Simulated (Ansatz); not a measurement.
Coupled-cluster diagnostics for B(H2O)F3 (BOF₃H₂), Ansatz.

Geometry of the singlet (r2SCAN-D4/def2-SVP):

```
atom   x (Å)   y (Å)   z (Å)
  B1   0.266  -0.193   0.674
  O2  -0.043   0.121  -1.054
  H3  -0.214   1.075  -1.119
  H4  -0.885  -0.318  -1.256
  F5   1.448  -0.822   0.660
  F6  -0.825  -0.943   0.962
  F7   0.253   1.081   1.134
```

Correlated methods freeze 5 core orbitals.

Estimate the CCSD(T) correlation energy, the shares of MP2 and (T), T1 and the reference's ⟨S²⟩ for: charge 0, singlet, own geometry in def2-TZVPP; and the rough time on 4 threads of Arm Neoverse V2 on a shared host.


```csv
state,basis,correlation (eV),MP2 share (%),(T) share (%),T1,⟨S²⟩ (pure),wall time
"charge 0, singlet, own geometry",def2-TZVPP,-31.097,96.6,2.8,0.011,0.00 (0.00),39 s
```
Customary marks for T1 are 0.02 (closed shells), 0.045 (open shells) and about 0.05 (3d metals). T1 stays under 0.02 throughout.
